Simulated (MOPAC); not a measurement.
MOPAC input (PM3):

```
PM3 FORCE THERMO(298,298) PRECISE LET CHARGE=-1 GEO-OK AUX(PRECISION=9) THREADS=1
H3BO2P

O    -0.32284324 1    1.40597379 1    0.76314557 1
B    -0.26090207 1    0.17258087 1    0.12042526 1
O    -1.61156368 1   -0.21361449 1    0.08480993 1
P     1.18722358 1   -0.73391702 1   -0.52151556 1
H    -1.19145478 1    1.69213156 1    1.01553433 1
H    -1.78816753 1   -1.04666129 1   -0.32288230 1
H     2.21694006 1    0.12113357 1   -0.20562641 1
```

From the output:

```
     H    7   1.624192

          HEAT OF FORMATION =    -180.873199 KCALS/MOLE

          ZERO POINT ENERGY      24.263 KCAL/MOL

           NORMAL COORDINATE ANALYSIS (Total motion = 1 Angstrom)

   Root No.       1         2         3         4         5         6         7         8

                 1 A'      2 A'      1 A"      2 A"      3 A'      3 A"      4 A"      4 A'

                 135.6     203.2     249.6     401.1     460.8     500.3     560.5     724.6

           1   -0.0176    0.0909    0.0000    0.0000    0.1193   -0.0000    0.0000    0.0259
           2   -0.1122   -0.0646    0.0000    0.0000   -0.0357   -0.0000    0.0000    0.0075
           3    0.0000   -0.0000   -0.0293   -0.0176   -0.0000    0.0452   -0.0468    0.0000
           4   -0.0248    0.0856   -0.0000   -0.0000    0.1022    0.0000   -0.0000    0.0040
           5    0.0513    0.0694   -0.0000   -0.0000   -0.1107    0.0000   -0.0000    0.0097
           6    0.0000    0.0000    0.0360    0.2362   -0.0000   -0.0550    0.0697    0.0000
           7    0.1160   -0.0587   -0.0000    0.0000   -0.0137    0.0000    0.0000   -0.0019
           8    0.0241    0.1033   -0.0000    0.0000   -0.1130    0.0000    0.0000    0.0276
           9    0.0000   -0.0000    0.0202   -0.0572   -0.0000   -0.0385   -0.0465    0.0000
          10   -0.0379   -0.0359    0.0000    0.0000   -0.0980   -0.0000    0.0000   -0.0299
          11    0.0405   -0.0505    0.0000    0.0000    0.1096   -0.0000    0.0000   -0.0085
          12   -0.0000    0.0000   -0.0325   -0.0254    0.0000    0.0006   -0.0020   -0.0000
          13   -0.2749   -0.0236    0.0000    0.0000    0.3170    0.0000   -0.0000   -0.0754
          14   -0.2404   -0.1197    0.0000    0.0000    0.0645    0.0000   -0.0000   -0.0429
          15   -0.0000   -0.0000   -0.0622   -0.4350    0.0000   -0.1981    0.5723    0.0000
          16    0.1678   -0.0903   -0.0000   -0.0000   -0.0596   -0.0000   -0.0000   -0.0161
          17   -0.1863    0.2308   -0.0000   -0.0000    0.0715   -0.0000   -0.0000    0.0817
          18   -0.0000    0.0000    0.0600    0.0489    0.0000    0.6579    0.2430   -0.0000
          19   -0.0243   -0.2123   -0.0000    0.0000   -0.0194    0.0000    0.0000    0.5878
          20    0.0315    0.0821   -0.0000    0.0000    0.0432   -0.0000    0.0000   -0.4394
          21    0.0000    0.0000    0.7597   -0.1797   -0.0000    0.0045   -0.0196   -0.0000

   Root No.       9        10        11        12        13        14        15

                 5 A'      6 A'      7 A'      8 A'      9 A'     10 A'     11 A'

                 852.3     953.4    1224.5    1253.3    1664.5    3859.2    3929.3

           1   -0.0200   -0.0799   -0.0879   -0.1180    0.0023    0.0251   -0.0004
           2   -0.0468   -0.0401   -0.0184    0.0293   -0.0002   -0.0505    0.0008
           3    0.0000    0.0000    0.0000    0.0000    0.0000   -0.0000    0.0000
           4   -0.0117    0.0143    0.1795    0.2326   -0.0063    0.0018   -0.0022
           5   -0.0086   -0.0099    0.2468   -0.1655   -0.0085   -0.0022   -0.0003
           6    0.0000   -0.0000    0.0000   -0.0000   -0.0000   -0.0000    0.0000
           7   -0.0023    0.0639   -0.0385   -0.0108    0.0011   -0.0011   -0.0547
           8    0.0663    0.0035   -0.1263    0.0833    0.0020    0.0001   -0.0145
           9    0.0000   -0.0000   -0.0000    0.0000   -0.0000   -0.0000   -0.0000
          10   -0.0040   -0.0007   -0.0046   -0.0076   -0.0172    0.0000   -0.0000
          11   -0.0030    0.0004   -0.0068    0.0077   -0.0235    0.0000    0.0000
          12   -0.0000    0.0000   -0.0000   -0.0000    0.0000    0.0000   -0.0000
          13    0.4605    0.2037    0.1188   -0.2886    0.0009   -0.4185    0.0078
          14    0.1978    0.1047    0.0886   -0.0728   -0.0009    0.8194   -0.0171
          15    0.0000    0.0000    0.0000   -0.0000    0.0000    0.0000    0.0000
          16    0.0898   -0.0908   -0.0115    0.0653   -0.0008    0.0186    0.8899
          17   -0.2808    0.5797   -0.1970   -0.1825    0.0081    0.0025    0.2374
          18   -0.0000    0.0000   -0.0000   -0.0000   -0.0000   -0.0000   -0.0000
          19    0.0518    0.0079    0.1146    0.0054    0.5410   -0.0006   -0.0003
          20   -0.0429   -0.0098   -0.0325    0.0040    0.7764    0.0004    0.0004
          21   -0.0000    0.0000   -0.0000   -0.0000    0.0000    0.0000    0.0000

           MASS-WEIGHTED COORDINATE ANALYSIS (NORMAL COORDINATES)

   Root No.       1         2         3         4         5         6         7         8

                 1 A'      2 A'      1 A"      2 A"      3 A'      3 A"      4 A"      4 A'

                 135.6     203.2     249.6     401.1     460.8     500.3     560.5     724.6

           1   -0.0809    0.4055    0.0000    0.0000    0.3914   -0.0000    0.0000    0.1322
           2   -0.5145   -0.2881    0.0000    0.0000   -0.1171   -0.0000    0.0000    0.0384
           3    0.0000   -0.0000   -0.1449   -0.0741   -0.0000    0.2405   -0.2615    0.0000
           4   -0.0936    0.3139   -0.0000   -0.0000    0.2756    0.0000   -0.0000    0.0170
           5    0.1933    0.2543   -0.0000   -0.0000   -0.2984    0.0000   -0.0000    0.0407
           6    0.0000    0.0000    0.1463    0.8158   -0.0000   -0.2407    0.3204    0.0000
           7    0.5321   -0.2620   -0.0000    0.0000   -0.0449    0.0000    0.0000   -0.0097
           8    0.1104    0.4608   -0.0000    0.0000   -0.3708    0.0000    0.0000    0.1409
           9    0.0000   -0.0000    0.0995   -0.2403   -0.0000   -0.2049   -0.2598    0.0000
          10   -0.2417   -0.2227    0.0000    0.0000   -0.4471   -0.0000    0.0000   -0.2130
          11    0.2584   -0.3134    0.0000    0.0000    0.5003    0.0000    0.0000   -0.0602
          12   -0.0000    0.0000   -0.2231   -0.1483    0.0000    0.0047   -0.0159   -0.0000
          13   -0.3164   -0.0264    0.0000    0.0000    0.2610    0.0000   -0.0000   -0.0967
          14   -0.2767   -0.1340    0.0000    0.0000    0.0531    0.0000   -0.0000   -0.0550
          15   -0.0000   -0.0000   -0.0771   -0.4589    0.0000   -0.2646    0.8027    0.0000
          16    0.1932   -0.1011   -0.0000   -0.0000   -0.0491   -0.0000   -0.0000   -0.0206
          17   -0.2144    0.2584   -0.0000   -0.0000    0.0588   -0.0000   -0.0000    0.1048
          18   -0.0000    0.0000    0.0744    0.0516    0.0000    0.8787    0.3408   -0.0000
          19   -0.0280   -0.2377   -0.0000    0.0000   -0.0160   -0.0000    0.0000    0.7541
          20    0.0362    0.0920   -0.0000    0.0000    0.0356   -0.0000    0.0000   -0.5637
          21    0.0000    0.0000    0.9415   -0.1896   -0.0000    0.0061   -0.0275   -0.0000

   Root No.       9        10        11        12        13        14        15

                 5 A'      6 A'      7 A'      8 A'      9 A'     10 A'     11 A'

                 852.3     953.4    1224.5    1253.3    1664.5    3859.2    3929.3

           1   -0.1179   -0.4136   -0.2878   -0.4045    0.0094    0.1055   -0.0015
           2   -0.2760   -0.2077   -0.0603    0.1005   -0.0009   -0.2125    0.0034
           3    0.0000    0.0000    0.0000    0.0000    0.0000   -0.0000    0.0000
           4   -0.0565    0.0610    0.4831    0.6556   -0.0216    0.0061   -0.0077
           5   -0.0415   -0.0422    0.6642   -0.4663   -0.0288   -0.0075   -0.0011
           6    0.0000   -0.0000    0.0000   -0.0000   -0.0000   -0.0000    0.0000
           7   -0.0136    0.3309   -0.1262   -0.0371    0.0047   -0.0048   -0.2296
           8    0.3909    0.0179   -0.4135    0.2857    0.0085    0.0005   -0.0609
           9    0.0000   -0.0000   -0.0000    0.0000   -0.0000   -0.0000   -0.0000
          10   -0.0328   -0.0049   -0.0208   -0.0361   -0.0990    0.0002   -0.0001
          11   -0.0245    0.0032   -0.0309    0.0370   -0.1356    0.0002    0.0000
          12   -0.0000    0.0000   -0.0000   -0.0000    0.0000    0.0000   -0.0000
          13    0.6815    0.2647    0.0976   -0.2483    0.0009   -0.4417    0.0083
          14    0.2927    0.1361    0.0728   -0.0626   -0.0009    0.8649   -0.0181
          15    0.0000    0.0000    0.0000   -0.0000    0.0000    0.0000    0.0000
          16    0.1329   -0.1180   -0.0095    0.0562   -0.0009    0.0197    0.9383
          17   -0.4156    0.7534   -0.1619   -0.1571    0.0084    0.0026    0.2503
          18   -0.0000    0.0000   -0.0000   -0.0000   -0.0000   -0.0000   -0.0000
          19    0.0766    0.0102    0.0942    0.0046    0.5631   -0.0006   -0.0003
          20   -0.0634   -0.0127   -0.0267    0.0034    0.8082    0.0004    0.0004
          21   -0.0000    0.0000   -0.0000   -0.0000    0.0000    0.0000    0.0000

          DESCRIPTION OF VIBRATIONS

 VIBRATION          1    1A'         ATOM PAIR     ENERGY CONTRIBUTION    RADIAL
 FREQUENCY           135.55         O 1 -- O 3         +43.4% (540.2%)     98.7%
 TRANSITION DIPOLE   0.3975         B 2 -- O 3         +25.9% (416.8%)      0.7%
 TRAVEL (Ang.)       0.3993         O 1 -- B 2         +20.5% (371.5%)      0.0%
 REDUCED MASS        3.1194         B 2 -- P 4          +3.6% (156.2%)     79.9%
 EFFECTIVE MASS    277.3692
 FORCE CONSTANT      0.0338

 VIBRATION          2    2A'         ATOM PAIR     ENERGY CONTRIBUTION    RADIAL
 FREQUENCY           203.24         O 1 -- O 3         +29.7% (298.0%)      0.2%
 TRANSITION DIPOLE   0.5457         O 1 -- B 2         +22.6% (260.1%)      2.8%
 TRAVEL (Ang.)       0.3211         B 2 -- P 4         +15.7% (217.0%)      1.5%
 REDUCED MASS        3.2179         B 2 -- O 3         +14.1% (205.4%)      1.7%
 EFFECTIVE MASS     76.7892
 FORCE CONSTANT      0.0783

 VIBRATION          3    1A"         ATOM PAIR     ENERGY CONTRIBUTION    RADIAL
 FREQUENCY           249.64         P 4 -- H 7         +78.4% ( 96.6%)      0.0%
 TRANSITION DIPOLE   0.5987         O 1 -- B 2          +8.5% ( 31.8%)      0.0%
 TRAVEL (Ang.)       0.5533         B 2 -- P 4          +7.0% ( 28.8%)      0.0%
 REDUCED MASS        0.8824         B 2 -- O 3          +3.3% ( 19.8%)      0.0%
 EFFECTIVE MASS      2.6401
 FORCE CONSTANT      0.0324

 VIBRATION          4    2A"         ATOM PAIR     ENERGY CONTRIBUTION    RADIAL
 FREQUENCY           401.11         B 2 -- O 3         +30.8% ( 87.5%)      0.0%
```

The dipole moment of an ion depends on the origin.
